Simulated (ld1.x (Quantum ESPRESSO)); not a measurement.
# Logarithmic derivatives: manganese (Mn), PAW

manganese, PAW, made with ld1.x (Quantum ESPRESSO) 7.5 (PBE, scalar-relativistic). Core [Ar], reference 3d5 4s2 4p0. Waves: 4s (bound): rcut 2.35, rcutus 3.05 bohr; 4s channel at 0.1 Ry: rcut 2.35, rcutus 3.05 bohr; 4p (bound, empty): rcut 2.60, rcutus 3.45 bohr; 4p channel at 0.5 Ry: rcut 2.60, rcutus 3.45 bohr; 3d (bound): rcut 1.50, rcutus 1.80 bohr; 3d channel at 0.65 Ry: rcut 1.50, rcutus 1.80 bohr. Local part: all-electron potential smoothed inside 2.15 bohr (lloc = -1). Core correction: Bessel-smoothed model core, default radius (core density twice the valence density). Augmentation charge: PSQ, inside the norm-conserving radii.

The phase is arctan(r·u′/u) with u = r·R(r), unwrapped; energies in Ry, scanned from -2 to 5 Ry. A pole is an energy at which the radial function vanishes at the test radius. The pseudo phase is shifted by a multiple of π to meet the all-electron one at the reference energy, and phase errors are pseudo minus all-electron; the curves can meet again beyond the range given. Levels narrower than the energy grid can be missing from the lists of poles.

```tsv
channel	radius (bohr)	reference energy (Ry)	poles, all-electron	poles, pseudo	unbroken range about the reference energy with phases within 0.05 rad	phase error 1 Ry above the reference energy (rad)
s	3.76	-0.38	0.06, 3.48	0.06, 2.29, 3.91	below 1.3	-0.000
p	3.76	-0.10	0.65, 4.16	0.65, 3.42	below 1.8	-0.000
d	3.76	-0.50	-0.47, 1.75	-0.47, 1.75	below 3.3	+0.000
```

Phases in the s channel:

```tsv
E (Ry)	all-electron	pseudo
-2.00	1.354	1.354
-1.52	1.305	1.305
-1.04	1.187	1.187
-0.56	0.328	0.328
-0.08	-1.486	-1.486
0.40	-1.699	-1.699
0.88	-1.874	-1.876
1.36	-2.438	-2.498
1.84	-4.146	-4.286
2.32	-4.517	-4.759
2.80	-4.630	-7.660
3.28	-4.692	-7.785
3.76	-4.738	-7.840
4.24	-4.782	-7.881
4.72	-4.839	-7.923
```
